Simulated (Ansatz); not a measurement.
C$_{3}$H$_{4}$BrF (SMILES F[C@@H]1C[C@H]1Br), singlet, at a GFN2-xTB geometry; HF/def2-TZVPP (Ansatz, a first-principles code).

The Ansatz input:
Ansatz 0.2 input:
```yaml
crystal:
  periodic: [false, false, false]
  atoms:
    - {symbol: F, position_ang: [-1.48250721, 2.24739347, 0.64336069]}
    - {symbol: C, position_ang: [-1.11126758, 1.15677311, -0.07751921]}
    - {symbol: C, position_ang: [-1.75142996, -0.15432431, 0.24865810]}
    - {symbol: C, position_ang: [-0.32347378, 0.10349611, 0.62788854]}
    - {symbol: Br, position_ang: [1.08144583, -0.78680076, -0.33236812]}
    - {symbol: H, position_ang: [-0.88533678, 1.43441048, -1.09958259]}
    - {symbol: H, position_ang: [-2.47737644, -0.17597973, 1.04765512]}
    - {symbol: H, position_ang: [-1.96324996, -0.82936522, -0.56636090]}
    - {symbol: H, position_ang: [-0.06504815, 0.24675063, 1.66676171]}
basis:
  gaussian:
    orbitals: def2-TZVPP
hamiltonian:
  xc: hf
```

The log (banner, timings and long lists left out):

```
Functional definition: HF
1587 factors; their error is unknown
mean field evaluation 1: about -75856.4329 eV, gradient 3.0e1 eV
mean field evaluation 2: about -75858.4595 eV, gradient 1.2e1 eV
mean field evaluation 4: about -75858.7841 eV, gradient 7.4e-1 eV
mean field evaluation 8: about -75860.6478 eV, gradient 1.6e0 eV
mean field evaluation 16: about -75858.3086 eV, gradient 3.0e1 eV
mean field -75860.65011072 eV, -2787.8274713733 hartree, gradient 8.5e-6 eV, S^2 0.000000; 0 other end points of the search recorded, 0 dependent functions left out
reference -75860.65011072 eV, -2787.8274713733 hartree; 33, 33 occupied and 195, 195 virtual orbitals, 1587 factors
Total energy: -75860.65011072 eV, -2787.8274713733 hartree
```
